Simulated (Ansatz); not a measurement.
```yaml
crystal:
  periodic: [false, false, false]
  atoms:
    - {symbol: Bi, position_ang: [0.076913, 0.145017, 0.854304]}
    - {symbol: H, position_ang: [1.567824, 0.159084, -0.147366]}
    - {symbol: H, position_ang: [-0.595137, 1.456376, -0.172856]}
    - {symbol: Br, position_ang: [-1.049600, -1.760467, -0.534071]}
basis:
  gaussian: {orbitals: def2-TZVP}
total_charge: 1
magnetization: {spin_polarized: true, initial_magnetization: 1}
hamiltonian: {xc: {name: RPBE}}
```

```sh
$ ansatz run in.yaml --threads 2 --pin off --events-out ev --progress --plain --max-ram 4352MiB
```

Output, abridged:

```
Functional definition: RPBE
824 factors; their error is unknown
mean field evaluation 1: about -75904.7936 eV, gradient 2.5e1 eV
mean field evaluation 2: about -75862.0731 eV, gradient 8.5e1 eV
mean field evaluation 4: about -75907.9099 eV, gradient 1.2e1 eV
mean field evaluation 8: about -75909.0701 eV, gradient 1.9e-1 eV
mean field evaluation 16: about -75909.0407 eV, gradient 3.4e-4 eV
mean field evaluation 32: about -75908.5979 eV, gradient 5.5e0 eV
mean field -75909.04069756 eV, -2789.6057926395 hartree, gradient 7.8e-6 eV, S^2 0.753011; 5 other end points of the search recorded, 0 dependent functions left out
reference -75909.04073552 eV, -2789.6057940347 hartree; 30, 29 occupied and 80, 81 virtual orbitals, 824 factors
Total energy: -75909.04073552 eV, -2789.6057940347 hartree
```

Run time 2.5 s (2 threads of Intel Xeon 6975P-C on a shared host).

In the def2 sets Bi takes a core potential; there is no spin–orbit coupling.
